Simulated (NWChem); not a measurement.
# Atomisation of Br$_{2}$Zn

```xyz
3

Zn     0.0000     0.0000     0.0000
Br     0.0000     0.0000     2.2381
Br     0.0000     0.0000    -2.2381
```
Charge 0, spin multiplicity 1.

All runs are NWChem calculations. Structure: optimised with PBE/def2-SVP, a minimum by its harmonic frequencies.

Basis set: def2-TZVP. The atomisation energy is electronic alone: no zero-point, thermal, spin-orbit or counterpoise terms. No value is extrapolated to the basis-set limit. Free atoms are single determinants with multiplicities Zn 1, Br 2. Correlated methods freeze the same cores in atoms and molecule, 27 orbitals in all.

| method | atomisation energy (kcal/mol) | relative cost |
|---|---|---|
| HF | 106.8 | 1 |
| BHandHLYP | 126.3 | under 3 |
| PBE0 | 136.3 | under 3 |
| PBE | 134.1 | under 3 |
| B3LYP | 124.5 | under 3 |
| r2SCAN | 141.6 | under 3 |
| TPSS | 136.4 | under 3 |
| MP2 | 142.9 | 4 |

The values span 36.2 kcal/mol, from HF (lowest) to MP2 (highest). The cost column gives rough processor time relative to HF; each entry includes its own SCF. Costs are the molecule's.

The Hamiltonian is non-relativistic. B3LYP has NWChem's definition, with VWN1-RPA local correlation. The structure started from a generated list of species. The stability of the SCF solutions was not checked. Open-shell Hartree-Fock references start from PBE0 orbitals; any time given for them includes that run.
